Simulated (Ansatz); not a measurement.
Consider the hydrogenolysis of a C–Sn bond: `SC[CH2][SnH3]` + H₂ → `CCS` + `[SnH4]`.

Program: Ansatz. Geometries: PBE0-D4/def2-TZVP. ΔE: electronic, gas phase. CCSD(T)/CBS adds triple-zeta CCSD(T) − MP2 to the extrapolated MP2 energy (def2 sets, frozen cores). This one scheme is used for every species. DFT in def2-TZVPP. B3LYP here is the variant with VWN-RPA as its local correlation; programs differ in this. def2 core potentials past Kr. For Sn outer-core shells are correlated without core-valence functions, which leaves a few kJ/mol of doubt a bond. Each species was taken in one conformer, which may not be the lowest.

Q: Is it downhill or uphill in electronic energy at CCSD(T)/CBS, and by how much? (Estimate.)

A: Ansatz gave: Downhill: ΔE = -0.40 eV.

Q: What do these levels give: PBE-D4, r2SCAN-D4, B3LYP-D4, ωB97X-V, ωB97M-V, B2PLYP, PBE, r2SCAN, CCSD/def2-TZVPP, HF/def2-QZVPP, MP2/CBS(def2), CCSD/CBS(def2)? (An estimate is asked.)

A: Ansatz gave: PBE-D4 -0.47, r2SCAN-D4 -0.50, B3LYP-D4 -0.51, ωB97X-V -0.54, ωB97M-V -0.52, B2PLYP -0.54, PBE -0.54, r2SCAN -0.53, CCSD/def2-TZVPP -0.53, HF/def2-QZVPP -0.80, MP2/CBS(def2) -0.29, CCSD/CBS(def2) -0.46 eV.

Largest T1 diagnostic among the species: 0.013.

In def2-TZVPP, CCSD(T) changes the Hartree–Fock value by +0.33 eV (the triples alone add +0.06 eV) and MP2 by +0.44 eV. The D4 term adds +0.12 eV with B3LYP and +0.07 eV with PBE0; it sums over pairs of atoms, weighted by their polarisabilities, and B3LYP, whose exchange is more repulsive, gets the larger term.
